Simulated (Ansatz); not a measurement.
Gas-phase electronic energies from Ansatz, PBE0-D4/def2-TZVP geometries. CCSD(T)/CBS is the MP2 limit (def2-TZVPP, def2-QZVPP) plus CCSD(T) − MP2 in def2-TZVPP, frozen cores. Functionals use def2-TZVPP. Elements past krypton have def2 core potentials. For I, In outer-core shells are correlated without core-valence functions, which leaves a few kJ/mol of doubt a bond. One conformer a species, not always the lowest.

Reaction (redistribution): `C[O][In]([SH])[SH]` + `F[SiH](Cl)I` → `[F][In]([SH])[SH]` + `CO[SiH](Cl)I`

```json
{"level": "PBE-D4", "ΔE (eV)": "-0.05"}
{"level": "r2SCAN-D4", "ΔE (eV)": "-0.05"}
{"level": "ωB97M-V", "ΔE (eV)": "-0.08"}
{"level": "PBE-QIDH", "ΔE (eV)": "-0.05"}
{"level": "BLYP", "ΔE (eV)": "-0.05"}
{"level": "r2SCAN0", "ΔE (eV)": "-0.07"}
{"level": "CCSD/def2-SVP", "ΔE (eV)": "-0.12"}
{"level": "MP2/def2-QZVPP", "ΔE (eV)": "-0.01"}
```

Q: What does CCSD(T)/CBS give? (Best estimate.)

A: The calculation gave: -0.02 eV. The listed levels differ from it by -0.03, -0.03, -0.06, -0.03, -0.03, -0.05, -0.10, 0.01 eV.

Largest T1 diagnostic among the species: 0.015.

Leaving LDA and LC-ωPBE aside and taking each functional with its dispersion term where it has one, the values, not all of them listed here, spread over 0.05 eV, from BHLYP-D4 to PBE-D4. From BLYP to BHLYP (50 % exact exchange), in def2-TZVPP and without D4, ΔE moves by −0.05 eV.
